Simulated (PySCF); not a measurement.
# SeBr⁺: energy against distance

Set-up: PySCF, scalar-relativistic core potentials, basis sets Se cc-pVDZ-PP with ECP10, Br cc-pVDZ-PP with ECP10. Energies in eV from Se⁺ + Br in their ground configurations at the same level. All curves are PBE0. state 1: ³Σ⁻ (triplet), unpaired electrons π ↑↑; state 2: Ms = 0 determinant of mixed spin (⟨S²⟩ near 1.0), unpaired electrons π ↑↓, a mixture of terms (⟨Lz²⟩ = 2.0), a second solution, started from another occupation; state 3: singlet, one real π or δ orbital doubly filled, a mixture of terms (⟨Lz²⟩ = 2.0), a second solution, started from another occupation; state 4: ⁵Π (quintet), unpaired electrons σ ↑, π ↑↑↑, a second solution, started from another occupation.

```csv
R (Å),state 1,state 2,state 3,state 4
1.883,-1.409,-1.116,-0.226,7.4037
1.971,-2.318,-2.022,-1.124,5.2473
2.059,-2.800,-2.501,-1.595,3.6219
2.124,-2.963,-2.661,-1.748,2.6720
2.190,-3.003,-2.696,-1.778,1.9055
2.256,-2.951,-2.640,-1.715,1.2888
2.343,-2.782,-2.463,-1.530,0.6536
2.453,-2.469,-2.139,-1.195,0.0912
2.584,-2.022,-1.673,-0.716,-0.3387
2.759,-1.423,-1.022,-0.042,-0.6388
```

Task: Put a parabola through the three lowest points of the state 1 curve and estimate Re, k and ωe (reduced mass 39.71 u; 1 eV/Å² = 0.16022 mdyn/Å; ωe = 1302.8·√(k/μ) cm⁻¹).

Result: Through R = 2.124, 2.19, 2.256 Å the second-order coefficient is 10.6 eV/Å², so Re ≈ 2.186 Å, k ≈ 3.38 mdyn/Å and ωe ≈ 380 cm⁻¹. A polynomial fit of higher order to the unrounded PBE0 energies gives Re = 2.182 Å, k = 3.50 mdyn/Å, ωe = 387 cm⁻¹; anharmonicity and rounding make the difference.

The higher-order fit for each curve: state 1: Re = 2.182 Å, ωe = 387 cm⁻¹, De = 3.00 eV; state 2: Re = 2.179 Å, ωe = 390 cm⁻¹, minimum 2.70 eV below the ground-state fragments; state 3: Re = 2.175 Å, ωe = 394 cm⁻¹, minimum 1.78 eV below the ground-state fragments; state 4: Re = 3.043 Å, ωe = 122 cm⁻¹, minimum 0.77 eV below the ground-state fragments.

Spin–orbit coupling is left out. For an ion De counts to the pair picked by the measured ionisation energies or electron affinities, which need not be the lowest pair at this level. The state was picked by a PBE0 search and need not be the measured ground state.
